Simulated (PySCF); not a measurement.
Compound: C4H7BO.
Cartesian coordinates in Å at the PBE0-D3(BJ)/def2-SVP level; atoms count from 1:
```
atom  x, y, z in Å
C1     3.3716    1.2536   -0.0705
C2     2.4393    0.4811   -0.2173
B3     1.2851   -0.4893   -0.4010
C4    -0.1835    0.0049   -0.1989
O5    -1.1368   -0.9856   -0.4332
C6    -2.4444   -0.5560   -0.2317
H7     4.1953    1.9335    0.0579
H8     1.5170   -1.6375   -0.6943
H9    -0.3465    0.9009   -0.8440
H10   -0.2565    0.4141    0.8382
H11   -3.1171   -1.4011   -0.4359
H12   -2.6155   -0.2155    0.8102
H13   -2.7176    0.2808   -0.9069
```

Jobs on this species (13 atoms, 44 electrons) with PySCF (density fitting). Hardware of each: one thread of an Arm Neoverse V1, no GPU, shared host. The host was shared with other jobs, so the times are rough. Peak memory is the resident size of the whole Python process, interpreter and libraries included.

| level and settings | work | basis functions | SCF cycles | wall time | peak memory |
| --- | --- | --- | --- | --- | --- |
| PBE0-D3(BJ)/def2-SVP, grid level 1 | geometry optimisation from a GFN2-xTB start shaken at random | 119 | ? | ? | ? |
| delta-SCF UKS B3LYP, pcX-2 on the ionised atom, pcseg-1 elsewhere, spin-free X2C | ΔSCF core ionisation, 6 holes | 150 | ? | ? | ? |
| delta-SCF UKS PBE, pcX-2 on the ionised atom, pcseg-1 elsewhere, spin-free X2C | ΔSCF core ionisation, 6 holes | 150 | ? | ? | ? |
| delta-SCF UKS SCAN, pcX-2 on the ionised atom, pcseg-1 elsewhere, spin-free X2C | ΔSCF core ionisation, 6 holes | 150 | 124 | 48 s | 0.53 GiB |
| delta-SCF UKS SCAN, def2-TZVP on the ionised atom, pcseg-1 elsewhere, spin-free X2C | ΔSCF core ionisation, 6 holes | 136 | 125 | 43 s | 0.57 GiB |
| delta-SCF UKS SCAN, pcX-2 on the ionised atom, pcseg-1 elsewhere, non-relativistic | ΔSCF core ionisation, 6 holes | 150 | 124 | 45 s | 0.57 GiB |
| delta-SCF UKS PBE0, pcX-2 on the ionised atom, pcseg-1 elsewhere, spin-free X2C | ΔSCF core ionisation, 6 holes | 150 | 101 | 47 s | 0.57 GiB |
| delta-SCF UKS SCAN, pcX-1 on the ionised atom, pcseg-1 elsewhere, spin-free X2C | ΔSCF core ionisation, 6 holes | 129 | 123 | 38 s | 0.57 GiB |

Fill in the missing figures.

- PBE0-D3(BJ)/def2-SVP, grid level 1; geometry optimisation from a GFN2-xTB start shaken at random: 30 s, 0.50 GiB, 42 SCF cycles
- delta-SCF UKS B3LYP, pcX-2 on the ionised atom, pcseg-1 elsewhere, spin-free X2C; ΔSCF core ionisation, 6 holes: 50 s, 0.59 GiB, 103 SCF cycles
- delta-SCF UKS PBE, pcX-2 on the ionised atom, pcseg-1 elsewhere, spin-free X2C; ΔSCF core ionisation, 6 holes: 28 s, 0.57 GiB, 122 SCF cycles

What do all jobs in the table cost together?

About 5.5 min; the longest takes about 15 % of that, and about 1.8 times as long as the shortest.
